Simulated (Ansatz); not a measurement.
Total energies of Zn₇H₂₀Se₇ from Ansatz at PBE-D4/def2-TZVP, gas phase (1 Eh = 27.2114 eV = 2625.5 kJ/mol). The reference geometry is relaxed at r2SCAN-D4/def2-SVP.

```csv
atom,x (Å),y (Å),z (Å)
Zn1,-1.4502,-2.0897,0.6485
Zn2,2.3597,2.5928,1.3625
Zn3,-3.7997,-0.3021,0.2259
Zn4,0.9410,-2.7147,1.6562
Zn5,1.1020,-1.8862,-2.7312
Zn6,-0.8698,0.8067,-3.1578
Zn7,-2.8583,-0.6477,-2.2410
Se8,3.1221,0.3760,2.4952
Se9,-0.1149,-0.3328,1.9985
Se10,-1.3431,-2.5535,-1.8151
Se11,-0.0603,2.9835,2.2549
Se12,1.7185,1.6771,-0.9504
Se13,-1.8503,1.2566,-0.6774
Se14,2.0957,-1.7183,-0.4220
H15,-3.0223,-1.6828,0.9376
H16,-0.6171,-3.4054,1.2514
H17,3.3299,3.8011,1.5089
H18,-4.8868,0.4467,1.0497
H19,1.8606,-3.3915,2.7131
H20,1.7942,-2.6717,-3.8758
H21,0.1982,-0.4489,-2.7846
H22,-0.4684,2.1598,-3.8230
H23,-4.2579,-0.8648,-1.4298
H24,-2.4085,0.0258,-3.6656
H25,2.7146,0.8304,3.8386
H26,4.4784,0.9436,2.7189
H27,-0.9908,-0.6208,3.1461
H28,-2.1778,-3.7598,-1.6588
H29,0.2778,2.5678,3.6265
H30,0.2415,4.3979,2.6056
H31,1.4583,3.0328,-1.4840
H32,3.1230,1.7298,-1.4061
H33,-2.7975,2.1825,-1.3298
H34,3.1582,-2.7200,-0.5857
```

```json
{"state": "charge 0 singlet", "geometry": "reference", "energy (Eh)": "-29274.42367"}
{"state": "charge 1 doublet", "geometry": "reference", "energy (Eh)": "-29274.15157"}
{"state": "charge -1 doublet", "geometry": "reference", "energy (Eh)": "-29274.45300"}
{"state": "free Zn atom (singlet)", "geometry": "–", "energy (Eh)": "-1779.12986"}
{"state": "free Se atom (triplet)", "geometry": "–", "energy (Eh)": "-2401.12489"}
{"state": "free H atom (doublet)", "geometry": "–", "energy (Eh)": "-0.49962"}
```

Single mean-field runs in def2-TZVP are fitted with def2-universal-jkfit.

Q: Work out the vertical ionisation energy to the doublet.

A: E(charge 1 doublet) − E(charge 0 singlet) = -29274.15157 − (-29274.42367) = 0.27210 Eh = 7.40 eV. For comparison, −ε of the highest occupied level is 5.70 eV at this level, 1.70 eV less.

Q: Work out the vertical electron affinity, to the doublet.

A: E(charge 0 singlet) − E(charge -1 doublet) = -29274.42367 − (-29274.45300) = 0.02933 Eh = 0.80 eV. The basis lacks diffuse functions, which makes affinities too small.

Q: Give the fundamental gap IE − EA, the Mulliken electronegativity (IE + EA)/2 and the hardness (IE − EA)/2.

A: From the values in Eh: IE − EA = 0.27210 − 0.02933 = 0.24277 Eh = 6.61 eV; (IE + EA)/2 = 4.10 eV; (IE − EA)/2 = 3.30 eV. The HOMO–LUMO gap of the same run is 3.30 eV, 3.31 eV smaller than the fundamental gap.

Q: What is the binding energy per atom against free atoms?

A: Atoms: 7 × (-1779.12986) + 7 × (-2401.12489) + 20 × (-0.49962) = -29271.77565 Eh. Binding: -29271.77565 − (-29274.42367) = 2.64802 Eh = 72.06 eV, or 2.12 eV for each of 34 atoms (no zero-point energy, no counterpoise term).

At PBE-D4/def2-TZVP the gap within one spin of the charge 1 doublet nearly closes, so an electron or hole may be smeared out by delocalisation error. At PBE-D4/def2-TZVP the gap within one spin of the charge -1 doublet nearly closes, so an electron or hole may be smeared out by delocalisation error. At PBE-D4/def2-TZVP the highest occupied level of the charge -1 doublet lies above zero (up to 0.84 eV). By energy differences its removal costs 0.80 eV (vertical, to the charge 0 singlet, at PBE-D4/def2-TZVP); self-interaction error and the lack of diffuse functions both raise the level.
